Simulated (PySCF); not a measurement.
BrClH4N2Si, SMILES N[Si](N)(Cl)Br.

The structure is a stationary point at PBE0-D3(BJ)/def2-SVP. This is a generated structure with no PubChem entry under its InChIKey; it may be hypothetical. Other conformers were not sampled.

All values below come from SMD-ωB97X/def2-SVP run with PySCF.

Solvation free energies are E(SMD) − E(gas) at the gas-phase geometry, for 1 M in both phases. Bromine has the revised SMD18 radius of 2.60 Å. In vacuum the dipole moment is 2.58 D.

Estimate the solvation free energies in water, ethylethanoate, methanol. (Estimate from the structure and the level; the computed values follow.)


```
solvent         ΔG(solv) (kcal/mol)  its non-electrostatic (CDS) part  dipole (D)
--------------  -------------------  --------------------------------  ----------
water                          -5.1                               2.6        3.21
ethylethanoate                 -6.9                              -1.0        3.08
methanol                       -8.5                              -1.0        3.20
```
